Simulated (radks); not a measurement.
Coulomb parameter of the 5d shell of the gold ion Au+ in the model configuration [Xe] 4f14 5d9 6p1, as a second difference U = [E(n + 0.5) + E(n - 0.5) - 2 E(n)] / (0.5)^2 with all orbitals relaxed. "Bare": the charge of the atom changes with n. "Screened": the 6p shell takes up the change at fixed total charge, which measures U(5d,5d) + U(6p,6p) - 2 U(5d,6p). All-electron calculation, Dirac Kohn-Sham, LDA (Slater exchange, Perdew-Wang correlation), spin-unpolarised, spherical densities, finite nucleus; open shells are shared between the two j in proportion to 2j + 1; Fermi nuclear charge, rms radius 5.4371 fm. Program: a radial shooting solver on a logarithmic mesh with Libxc functionals.

case                   configuration  E - E(n) (eV)
start              [Xe] 4f14 5d9 6p1          0.000
bare +0.5        [Xe] 4f14 5d9.5 6p1         -8.398
bare -0.5        [Xe] 4f14 5d8.5 6p1         11.249
screened +0.5  [Xe] 4f14 5d9.5 6p0.5         -5.158
screened -0.5  [Xe] 4f14 5d8.5 6p1.5          5.768

U(bare) = 11.404 eV, U(screened by 6p) = 2.440 eV.
